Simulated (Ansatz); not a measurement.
Cartesian coordinates (Å):
SMILES: [CH3][Al]([CH3])[CH3]
```xyz
13

C     -0.5146     1.8869    -0.1205
Al    -0.0019     0.0009    -0.0007
C     -1.3734    -1.3954    -0.0611
C      1.8851    -0.4890     0.1830
H      0.3119     2.5731     0.0809
H     -0.8929     2.1173    -1.1236
H     -1.3287     2.1262     0.5719
H     -1.3716    -1.9817     0.8649
H     -1.1740    -2.1079    -0.8692
H     -2.3844    -1.0051    -0.2024
H      2.0636    -1.5643     0.1036
H      2.2732    -0.1636     1.1554
H      2.5017     0.0117    -0.5710
```
Charge 0, spin multiplicity 1.

Method: frozen-core CCSD(T)/cc-pVTZ // PBE0-D4/def2-TZVP run with Ansatz (an electronic-structure program).

The HF energy comes out as -360.82890 Ha. The MP2 correlation energy comes out as -0.62512 Ha.

**Question.** Estimate the CCSD correlation energy, the (T) correction, the total energy and the T1 diagnostic.

**Answer.** 
```
Property                         Value
-----------------------  -------------
CCSD correlation energy    -0.67607 Ha
(T) correction             -0.02502 Ha
CCSD(T) total energy     -361.52999 Ha
T1 diagnostic                    0.009
```
